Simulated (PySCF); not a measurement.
Bi(Cl)2(Me) (CH3BiCl2), SMILES [CH3][Bi]([Cl])[Cl]. Heavy atoms are numbered as in [Bi:1]([Cl:2])([Cl:3])[CH3:4]. Hydrogens are named by the atom that carries them.

Coordinates come from a B3LYP-D3(BJ)/def2-SVP optimisation. The structure was generated by enumeration; whether it is a known compound was not checked. The def2 effective core potentials stand for the cores of Bi; spin–orbit coupling is left out.

Method: r2SCAN/def2-TZVP run with PySCF.

ESP charges are fitted to the potential on shells at 1.4 to 2.0 van der Waals radii. Atomic charges (e), one atom of each kind:

```csv
atom,Mulliken,ESP fit
Bi1,0.89,?
Cl2,-0.39,?
C4 (CH3),-0.55,?
H on C4,0.14,?
```

### Question
Fill in the missing entries. (The exact figures need the calculation; the answer reports its results.)

### Answer

- Bi1, ESP fit: 0.56
- Cl2, ESP fit: -0.27
- C4 (CH3), ESP fit: -0.34
- H on C4, ESP fit: 0.11
